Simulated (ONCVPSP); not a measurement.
# An all-electron radial function and its pseudo partner (Ca)

Columns: radius, all-electron u(r) and pseudo u(r) of the 4p shell (level -1.55 eV) of calcium in the configuration [Ar] 4s1.75 4p0.25; PBE, scalar-relativistic, ONCV scheme, ONCVPSP 4.0.1.

```
r (bohr)  all-electron  pseudo
   0.205        0.1009  0.0022
   0.410        0.0003  0.0091
   0.615       -0.1193  0.0210
   0.820       -0.1761  0.0378
   1.025       -0.1725  0.0586
   1.230       -0.1293  0.0825
   1.435       -0.0657  0.1092
   1.640        0.0053  0.1390
   1.845        0.0761  0.1718
   2.050        0.1429  0.2062
   2.255        0.2035  0.2409
   2.460        0.2573  0.2747
   2.665        0.3044  0.3080
   2.870        0.3451  0.3413
   3.075        0.3796  0.3740
   3.280        0.4079  0.4040
   3.485        0.4304  0.4288
   3.690        0.4472  0.4469
   3.895        0.4589  0.4589
   4.100        0.4658  0.4658
   4.305        0.4686  0.4686
   4.510        0.4676  0.4676
   4.715        0.4634  0.4634
   4.920        0.4565  0.4565
   5.125        0.4474  0.4474
   5.330        0.4365  0.4365
```

How many radial nodes do the two functions have?

The all-electron 4p function has n − l − 1 = 2; the pseudo-wave has 0, since the states of the same l below it are removed with the core.

At about which radius was the pseudo-wave matched?

4.00 bohr. The columns agree to 0.0005 from 3.69 bohr on; several derivatives are matched, so the curves merge somewhat inside the radius.

Is the pseudo-wave norm-conserving?

Yes: the ONCV scheme keeps the norm inside the radius equal to the all-electron one, which fixes the energy derivative of the logarithmic derivative at the level.
